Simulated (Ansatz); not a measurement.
Geometry optimisation, RHF/def2-SVP (Ansatz).

The input (input.yaml):

```yaml
crystal:
  periodic: [false, false, false]
  atoms:
    - { symbol: Zr, position_ang: [0.206391, 0.074334, -0.15938] }
    - { symbol: Cl, position_ang: [0.128616, -0.046619, 2.315235] }
    - { symbol: Cl, position_ang: [2.484479, -0.013449, -0.677548] }
    - { symbol: Cl, position_ang: [-0.537537, 2.10566, -1.06137] }
    - { symbol: Cl, position_ang: [-0.723402, -1.805648, -1.219944] }
    - { symbol: S, position_ang: [-3.285553, 0.116071, 1.194595] }
    - { symbol: H, position_ang: [-3.583919, -1.167189, 0.979292] }
    - { symbol: H, position_ang: [-2.448474, -0.13596, 2.249521] }
basis:
  gaussian: { orbitals: def2-SVP }
hamiltonian:
  xc: hf
relax:
  f_tol: 0.03
  max_steps: 50
```

Run as:

```bash
$ ansatz run input.yaml --threads 4 --pin off --max-ram 5120MiB --backend cpu --events-out ev --progress --plain --runs-dir out
```

Where does it end, and by what steps?

The run converged. The force dipped under the threshold on the way, but the program's further checks kept it going. After 21 steps the energy has fallen by 0.276 eV; H8 moved furthest, 1.03 Å. Joined: Zr1–S6 (3.75 → 3.08 Å).

| step | energy less start (eV) | largest force component (eV/Å) | accepted |
| --- | --- | --- | --- |
| 0 | 0.0000 | 1.281 | yes |
| 1 | -0.1112 | 0.940 | yes |
| 2 | -0.1592 | 0.991 | yes |
| 3 | -0.1930 | 0.370 | yes |
| 4 | -0.2261 | 0.460 | yes |
| 5 | -0.2247 | 0.380 | no |
| 6 | -0.2430 | 0.111 | yes |
| 7 | -0.2475 | 0.036 | yes |
| 8 | -0.2484 | 0.416 | yes |
| 9 | -0.2529 | 0.146 | yes |
| 10 | -0.2616 | 0.023 | yes |
| 11 | -0.2646 | 0.217 | yes |
| 12 | -0.2433 | 0.870 | no |
| 13 | -0.2701 | 0.049 | yes |
| 14 | -0.2692 | 0.244 | no |
| 15 | -0.2718 | 0.070 | yes |
| 16 | -0.2731 | 0.083 | yes |
| 17 | -0.2749 | 0.058 | yes |
| 18 | -0.2759 | 0.005 | yes |
| 19 | -0.2761 | 0.104 | yes |
| 20 | -0.2756 | 0.095 | no |
| 21 | -0.2764 | 0.001 | yes |

```xyz
8
Properties=species:S:1:pos:R:3
Zr 0.024 -0.026 -0.040
Cl 0.330 -0.456 2.274
Cl 2.260 0.081 -0.769
Cl -0.711 2.163 -0.589
Cl -0.757 -1.860 -1.331
S -2.948 -0.145 0.768
H -2.988 -1.282 1.467
H -2.968 0.652 1.840
```

Whether the end is a true minimum wasn't checked by a vibrational analysis.

Time of the run: 34 s on 4 threads of Arm Neoverse V2, with other jobs on the host, peak memory 0.37 GiB.
